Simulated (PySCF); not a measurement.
MoOCl3, SMILES [O]=[Mo+]([Cl])([Cl])[Cl], charge +1, multiplicity 1. The structure is a stationary point at PBE-D3(BJ)/def2-SVP. The spin state was assumed, not searched. The isomer is the one that the SMILES or the coordinates give; other isomers of the formula were not compared. The def2 effective core potentials stand for the cores of Mo; spin–orbit coupling is left out.

Computed equilibrium geometry at PBE-D3(BJ)/def2-SVP (PySCF confirms it by a frequency run) as bond lengths and angles, and its point group:
point group C3v.
Atoms: Mo1 O2 Cl3 Cl4 Cl5. Bonds (Å): Mo1–O2 1.656, Mo1–Cl3 2.199, Mo1–Cl4 2.199, Mo1–Cl5 2.199. Bond angles (°): O2–Mo1–Cl3 107.6, O2–Mo1–Cl4 107.6, O2–Mo1–Cl5 107.6, Cl3–Mo1–Cl4 111.3, Cl3–Mo1–Cl5 111.3, Cl4–Mo1–Cl5 111.3.
Charge +1, spin multiplicity 1.
